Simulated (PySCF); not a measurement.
C₂H₇ClOSn, SMILES [CH3][Sn]([CH3])([OH])[Cl]. Geometry: PBE0-D3(BJ)/def2-SVP. The def2 effective core potentials stand for the cores of Sn; spin–orbit coupling is left out. Other conformers were not sampled.

Computed equilibrium geometry at PBE0-D3(BJ)/def2-SVP (PySCF confirms it by a frequency run) as a Z-matrix (one conformer of several):
```
Sn
O 1 1.9839
H 2 0.9638 1 112.99
C 1 2.1285 2 104.13 3 161.53
H 4 1.0980 1 108.55 2 -113.58
H 4 1.0982 5 109.79 1 121.59
H 4 1.0986 5 109.64 6 120.97
C 1 2.1364 2 111.16 3 -66.98
H 8 1.0983 1 109.30 2 59.80
H 8 1.0987 9 109.17 1 -119.68
H 8 1.0990 9 109.63 10 -120.09
Cl 1 2.3700 2 105.96 3 47.25
```
